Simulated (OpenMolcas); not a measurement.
**C I: CASPT2 settings compared**

```yaml
Program: OpenMolcas
Basis: ANO-RCC-VDZ [3s2p]
Scalar_Hamiltonian: DKH4, point nucleus
Active_space: 4 electrons in 8 orbitals (2s 2p 3s 3p)
State_averaging: 2S+1 = 3 even, 3 roots; 2S+1 = 1 even, 6 roots kept (CI in the orbitals of an earlier block); 2S+1 = 5 odd, 1 root; 2S+1 = 3 odd, 5 roots kept (CI in the orbitals of an earlier block)
Spin-orbit_coupling: RASSI with atomic mean-field integrals over the reference wave functions, term energies averaged over their components
```

Methods on the same reference wave functions:
A. CASSCF
B. SS-CASPT2, IPEA 0 Eh, sigma2 regulariser 0.05 Eh (closed shells correlated: none)
C. SS-CASPT2, IPEA 0.5 Eh, sigma1 regulariser 0.05 Eh (closed shells correlated: 1s)
D. XMS-CASPT2, IPEA 0.4 Eh, sigma1 regulariser 0.3 Eh (closed shells correlated: 1s)

Energies in cm-1 above 2s2 2p2 3P0, the measured ground level; measured values from NIST Handbook of Basic Atomic Spectroscopic Data.

```json
{"Level": "2s2 2p2 3P0", "A": "0.0", "B": "0.0", "C": "0.0", "D": "0.0", "Measured": "0.0"}
{"Level": "2s2 2p2 3P1", "A": "14.5", "B": "14.5", "C": "14.5", "D": "14.5", "Measured": "16.4"}
{"Level": "2s2 2p2 3P2", "A": "43.4", "B": "43.4", "C": "43.4", "D": "43.4", "Measured": "43.4"}
{"Level": "2s2 2p2 1D2", "A": "12547", "B": "12547", "C": "12548", "D": "12548", "Measured": "10193"}
{"Level": "2s2 2p2 1S0", "A": "19849", "B": "19849", "C": "19874", "D": "19874", "Measured": "21648"}
{"Level": "2s 2p3 5S* 2", "A": "25424", "B": "25424", "C": "25438", "D": "25438", "Measured": "33735"}
```

Deviations, from unrounded energies. A percentage is the sum of absolute deviations over the sum of measured energies, with the sign that they share, or ± where signs differ.

```csv
Against measurement,Levels,A,B,C,D
mean absolute deviation (cm-1),5,2500,2500,2500,2500
fine structure of the ground term (%),2,-3.2,-3.2,-3.2,-3.2
other terms of the ground configuration (%),2,±13.0,±13.0,±13.0,±13.0
other configurations (%),1,-24.6,-24.6,-24.6,-24.6
```

A, B, C, D lie about equally close to measurement. The largest miss of D in the table is 2s 2p3 5S* 2, by -8300 cm-1. The ranking rests on the paired levels alone, and a cruder setting can come out closer through cancelling errors.

Among B to D the level of the table that moves most is 2s2 2p2 1S0, by 25 cm-1 (lowest in B, highest in D).

The two smallest mean deviations differ by little beside CASPT2's spread within terms, so their order carries little weight.

From A to B the spin-free energies of the other terms of 2s2 2p2 shown, above 3P, scale by a factor of 1.00.

The lowest spin-free term lies below A's lowest term by -0.000 hartree in B, 0.001 hartree in C, 0.001 hartree in D.

Terms from blocks run as CI alone lack orbitals of their own. Active for correlation alone: 3p 3s; no level in the range computed is led by a configuration that fills them, so any true level of that kind is missing. Without dynamic correlation excited terms often stand tens of per cent too high (terms of higher spin than the ground term too low), and those without a measured partner can miss by more than the paired ones (holds for A). Some terms miss by over 15 % even with CASPT2, which points to a basis or an active space too small for the shells correlated (holds for B; C; D). Computed and measured levels are paired by configuration, term and J; levels that our copy of the source lacks, or whose pairing is in doubt (as where it misses far off the trend of its configuration), stay unpaired and out of the deviations. Only configurations of the active space appear. The table leaves out levels that lie high or whose names do not pair safely across all columns.

* marks odd parity.
